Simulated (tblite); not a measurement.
Compound: C₈H₁₃ClSi.
Cartesian coordinates in Å at the GFN2-xTB level; atoms count from 1:
```xyz
23
C8H13ClSi angstrom
C      3.6690   -0.3806   -1.0777
C      2.5281   -0.8206   -0.5813
C      1.6817   -0.0649    0.3894
C      0.3698    0.4122   -0.2638
C     -0.3757    1.2948    0.6984
C     -1.6659    1.2904    0.9958
C     -2.7392    0.3815    0.4746
C     -2.4511   -0.2047   -0.9079
Si    -0.7312   -1.0030   -0.9169
Cl    -0.7138   -2.5779    0.3565
H      4.0823    0.5726   -0.7892
H      4.2440   -0.9528   -1.7859
H      2.1361   -1.7823   -0.8874
H      2.2359    0.7997    0.7643
H      1.4391   -0.7092    1.2386
H      0.6578    1.0427   -1.1156
H      0.2542    2.0244    1.1961
H     -2.0175    2.0068    1.7286
H     -3.6835    0.9334    0.4516
H     -2.8696   -0.4360    1.1931
H     -3.2361   -0.9138   -1.1700
H     -2.4879    0.5947   -1.6482
H     -0.3311   -1.4806   -2.2415
```

Computed values, GFN2-xTB/tblite, gas phase, harmonic and unscaled. This tight-binding method is rough: wavenumbers can miss measured ones by several per cent, in bad cases by 10 to 20. Modes of hydrogen on silicon can be 10 to 20 % off. One conformer, not necessarily the lowest.

Harmonic wavenumbers (cm⁻¹): 32.0, 52.8, 73.2, 105.7, 115.0, 187.5, 200.5, 267.3, 331.8, 349.7, 377.3, 430.6, 472.7, 499.4, 594.4, 622.7, 637.4, 651.6, 700.5, 746.0, 776.4, 819.8, 895.3, 908.7, 921.8, 935.8, 952.9, 967.7, 1023.7, 1028.3, 1064.4, 1097.7, 1111.0, 1124.3, 1182.9, 1191.6, 1212.6, 1253.3, 1283.0, 1287.0, 1299.7, 1324.4, 1343.5, 1373.6, 1416.6, 1475.3, 1484.2, 1484.8, 1718.6, 1734.5, 2243.4, 2885.6, 2919.6, 2955.0, 2955.4, 2966.0, 2984.4, 2997.8, 3018.6, 3045.3, 3050.5, 3094.3, 3121.6.

A = 1365, B = 737.7, C = 570.2 MHz; mass 172.048 u (most abundant isotopes); point group C1, symmetry number 1.

Q: Zero-point energy?

A: Half the sum of the wavenumbers: 40690 cm⁻¹ = 116.34 kcal/mol.

Q: Entropy at 200 K, 1 bar (ideal gas, RRHO, classical rotation)?

A: Translation 39.38, rotation 29.51, vibration 24.69: S = 93.6 cal/(mol K).

Q: And Cp and H(200 K) − H(0)?

A: Cp = 32.60 cal/(mol K), of which vibrations give 24.66 (their classical limit is 63 R = 125.2); H(200 K) − H(0) = 4.15 kcal/mol without the zero-point energy, 2.56 from vibrations.

Q: Blend soft modes into free rotors: weight 1/[1 + (100 cm⁻¹/ν̃)⁴] for the oscillator and the rest for a rotor with moment μB/(μ + B), μ = h/(8π²ν), B = 10⁻⁴⁴ kg m². What vibrational entropy results?

A: 22.16 cal/(mol K) in place of 24.69, which changes −T·S at 200 K by +0.50 kcal/mol.

Q: How do the functions run with temperature in this model?

A: 
```csv
T (K),S (cal/(mol K)),Cp (cal/(mol K)),H − H(0) (kcal/mol),G − H(0) (kcal/mol),ln q(vib)
150,85.1,26.7,2.67,-10.10,4.37
250,101.5,39.0,5.93,-19.45,7.59
298.15,108.9,45.3,7.96,-24.52,9.11
400,124.1,58.0,13.24,-36.39,12.34
600,151.5,77.4,26.91,-64.00,18.61
900,186.7,95.8,53.14,-114.90,27.56
```

q(vib) and H(0) count from the zero-point level.

Hindered rotation and anharmonicity are outside this model. Other conformers, if any are populated, would add a mixing term that is left out. The structure is chiral; the term R ln 2 for an equal mix with its mirror image is left out.

The run took 3.5 s wall on one thread, Intel Xeon at 2.50 GHz (x86_64), on a shared host. This covers the Hessian and the dipole derivatives.
